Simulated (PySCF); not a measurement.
**Radial density of Mn (manganese, neutral)**

UHF, [Ar] 3d5 4s2, high-spin 6S determinant. Computed with PySCF 2.14 in def2-SVP (5s3p2d1f, 31 functions), with no relativity, point nucleus.

```tsv
r (bohr)	4πr²ρ (e/bohr)	4πr²(ρα − ρβ)
0.00114	0.1589	0.0000
0.00191	0.4389	0.0000
0.00322	1.171	0.0001
0.00541	2.955	0.0003
0.00910	6.974	0.0006
0.0153	14.47	0.0012
0.0257	24.53	0.0018
0.0433	29.89	0.0019
0.0728	24.83	0.0039
0.122	25.35	0.0431
0.206	33.00	0.3414
0.347	17.18	1.5361
0.583	13.20	3.7475
0.980	12.04	3.8779
1.65	2.948	1.5839
2.77	0.8776	0.2537
4.67	0.2884	-0.0304
7.85	0.01686	-0.0096
13.2	3.170e-05	0.0000
```

Task: Where is the radial spin density 4πr²(ρα − ρβ) most negative, and why is it negative at all?

Result: Around r = 4.67 bohr, down to -0.0304 e/bohr: exchange with the open shell polarises the paired shells in an unrestricted calculation.
